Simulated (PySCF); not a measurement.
**Polarisability and C₆ of V (vanadium, neutral)**

[Ar] 3d4 4s1, high-spin 6D determinant (an excited configuration). Calculation: PySCF 2.14, in aug-cc-pwCVTZ; no relativity, point nucleus. Coupled (time-dependent) response in atomic units; α is the mean over directions.

```
method  mean α (bohr³)         α xx, yy, zz  C₆ (like pair)  S(−4)
  BLYP           84.55  82.24, 82.24, 89.18           728.2   6608
```

S(−4) is the Cauchy moment in α(ω) = α(0) + S(−4) ω² + …

α(iu) at BLYP:

| u (hartree) | α(iu) (bohr³) |
| --- | --- |
| 0 | 84.55 |
| 0.0500 | 71.57 |
| 0.100 | 51.26 |
| 0.200 | 27.23 |
| 0.300 | 17.29 |
| 0.500 | 9.482 |
| 0.750 | 5.764 |
| 1.00 | 4.009 |
| 1.50 | 2.364 |
| 2.00 | 1.594 |
| 3.00 | 0.8796 |
| 5.00 | 0.3916 |

A single London oscillator, α(iu) = α/(1 + u²/ω²), gives C₆ = (3/4) ω α². Matching the computed C₆ needs ω = 4 × 728.2 / (3 × 84.55²) = 0.136 hartree.

The components differ because the open shell of this determinant is not spherical; for a pure term their mean is the scalar polarisability.
